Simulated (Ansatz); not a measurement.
Relaxation of C2H6AlFS (11 atoms, charge 0, multiplicity 1), to a largest force component of 0.015 eV/Å in at most 40 steps.

Method: RKS r2SCAN/def2-SVP in Ansatz.

```xyz
11
Properties=species:S:1:pos:R:3
F -1.343 1.256 0.655
C -0.298 0.800 1.323
C 0.099 -0.535 0.720
Al 0.838 -0.346 -1.162
S -0.307 -1.474 -2.834
H 0.540 1.550 1.264
H -0.541 0.667 2.394
H -0.684 -1.228 0.752
H 0.967 -0.941 1.379
H 2.008 0.590 -1.474
H -1.212 -0.398 -2.998
```

**Question.** Where does it end, and by what steps?

**Answer.** The run converged. After 34 steps the energy has fallen by 2.148 eV; F1 moved furthest, 1.78 Å. Parted: F1–C2, C3–Al4. Joined: F1–Al4.

```tsv
step	energy less start (eV)	largest force component (eV/Å)	accepted
0	0.0000	3.808	yes
2	-0.4530	0.540	yes
4	-0.5797	0.419	yes
6	-0.8061	0.631	yes
8	-0.9431	0.490	yes
10	-1.0509	1.161	yes
12	-1.3340	0.970	yes
14	-1.8855	1.229	yes
16	-2.0750	0.334	yes
18	-2.0976	0.339	yes
20	-2.1108	0.075	yes
22	-2.1144	0.057	yes
24	-2.1202	0.150	yes
26	-2.1290	0.239	yes
28	-2.1428	0.243	yes
30	-2.1476	0.037	yes
32	-2.1483	0.028	yes
34	-2.1485	0.015	yes
```

```xyz
11
Properties=species:S:1:pos:R:3
F -0.795 1.755 -0.960
C -0.018 0.431 1.461
C 0.048 -0.839 1.018
Al 0.395 0.569 -1.054
S -0.109 -1.179 -2.307
H 0.887 1.003 1.696
H -0.975 0.945 1.594
H -0.851 -1.426 0.808
H 1.005 -1.361 0.902
H 1.914 0.963 -0.888
H -1.436 -0.919 -2.248
```

Whether the end is a true minimum wasn't checked by a vibrational analysis.

The run took 2.6 min on 2 threads of Arm Neoverse V1, on a shared host, peak memory 0.17 GiB.
